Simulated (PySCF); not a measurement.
Nuclear quadrupole coupling in `CC(=O)C[SiH2]C[SiH2]O`

Species: C4H12O2Si2.
Cartesian coordinates in Å at the GFN2-xTB level; atoms count from 1:
```
atom  x, y, z in Å
C1    -2.923    0.465   -0.828
C2    -1.521   -0.007   -1.138
O3    -0.819    0.550   -1.952
C4    -1.060   -1.165   -0.332
Si5   -0.073   -0.499    1.177
C6     1.272    0.669    0.557
Si7    2.612   -0.138   -0.535
O8     3.706    0.960   -1.029
H9    -3.637   -0.259   -1.218
H10   -3.110    1.429   -1.294
H11   -3.064    0.535    0.247
H12   -0.378   -1.777   -0.918
H13   -1.896   -1.773    0.005
H14   -1.027    0.194    2.060
H15    0.465   -1.669    1.881
H16    1.752    1.157    1.405
H17    0.794    1.461   -0.022
H18    3.451   -1.035    0.252
H19    1.999   -0.797   -1.687
H20    3.452    1.708   -1.563
```

Field gradients from the PBE0/pcSseg-1 density (PySCF, non-relativistic), principal values in atomic units, ordered |Vxx| ≤ |Vyy| ≤ |Vzz|:

```tsv
atom	Vxx	Vyy	Vzz
O3	0.5958	1.3663	-1.9621
O8	-0.3812	-1.1458	1.5270
```

Task: Find the asymmetry η = (Vxx − Vyy)/Vzz and the couplings χ = eQV/h (234.96 MHz × Q in barn × V in au), with Q(17O) = −0.0256 b.

Result: 
```tsv
atom	environment	nucleus	η	χzz (MHz)	χxx (MHz)	χyy (MHz)
O3	ketone oxygen	17O	0.39	11.80	-3.58	-8.22
O8	silanol oxygen	17O	0.50	-9.19	2.29	6.89
```

Task: What is Vzz at O3 in SI units (1 au = 9.71736 × 10²¹ V/m²)?

Result: -1.9621 au = -19.067 × 10²¹ V/m².

Task: And the gradient at the other heavy atoms, for which no coupling is worked out here?

Result: 
| atom | environment | Vzz (au) | η |
| --- | --- | --- | --- |
| C1 | methyl carbon next to a carbonyl | -0.058 | 0.55 |
| C2 | ketone carbonyl carbon | 0.559 | 0.01 |
| C4 | sp3 carbon bound to silicon | 0.046 | 0.95 |
| Si5 | SiH2 silicon | 0.238 | 0.28 |
| C6 | sp3 carbon bound to silicon | -0.062 | 0.37 |
| Si7 | oxygen-bound silicon | 0.391 | 0.69 |

Were the hydrogens deuterons (Q(2H) = 0.00286 b), χzz would run from 104 kHz (H14) to 344 kHz (H20).

The structure is a single GFN2-xTB conformer in the gas phase; no vibrational or solvent corrections. GFN2-xTB bond lengths can be off by several hundredths of an ångström, more for odd bonds, and the gradients follow them. A larger basis could move these couplings by a tenth or more.
